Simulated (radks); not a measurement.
Species: Xe36+. Configuration: [Ar].

Calculated with a radial shooting solver on a logarithmic mesh with Libxc functionals: Dirac Kohn-Sham, PBE, spin-unpolarised, spherical densities, finite nucleus; Fermi nuclear charge, rms radius 4.7859 fm.

Energy parts (hartree):
total: -6426.72261
kinetic: 6887.02747
electron-nucleus: -14203.58013
Hartree: 1010.60653
exchange-correlation: -120.77649

Orbitals (lengths in bohr, moments of r in powers of bohr; r(max) is where P^2 peaks):
[
 {"orbital": "1s1/2", "occ.": "2", "eigenvalue (hartree)": "-1334.714", "r(max)": "0.01715", "<1/r>": "58.11", "<r^4>": "2.435e-06"},
 {"orbital": "2s1/2", "occ.": "2", "eigenvalue (hartree)": "-267.2282", "r(max)": "0.09670", "<1/r>": "13.73", "<r^4>": "0.0003894"},
 {"orbital": "2p1/2", "occ.": "2", "eigenvalue (hartree)": "-256.0243", "r(max)": "0.07410", "<1/r>": "13.67", "<r^4>": "0.0002465"},
 {"orbital": "2p3/2", "occ.": "4", "eigenvalue (hartree)": "-243.8939", "r(max)": "0.07890", "<1/r>": "12.58", "<r^4>": "0.0002957"},
 {"orbital": "3s1/2", "occ.": "2", "eigenvalue (hartree)": "-99.64608", "r(max)": "0.2641", "<1/r>": "5.404", "<r^4>": "0.01175"},
 {"orbital": "3p1/2", "occ.": "2", "eigenvalue (hartree)": "-95.46480", "r(max)": "0.2489", "<1/r>": "5.337", "<r^4>": "0.01038"},
 {"orbital": "3p3/2", "occ.": "4", "eigenvalue (hartree)": "-92.56608", "r(max)": "0.2578", "<1/r>": "5.057", "<r^4>": "0.01169"}
]

The highest occupied level is 3p3/2 at -2518.9 eV. For comparison, the ionisation energy in NIST's Atomic Spectra Database is 2556 eV (theoretical). In exact Kohn-Sham theory the highest level is minus the ionisation energy, but local and semilocal functionals leave it too shallow, through self-interaction and a potential that decays too fast; potentials with the right tail come closer. Summed over all electrons, <r^2> = 0.7982 bohr^2, which gives a Langevin (diamagnetic) susceptibility term of -0.632 x 10^-6 cm^3/mol.
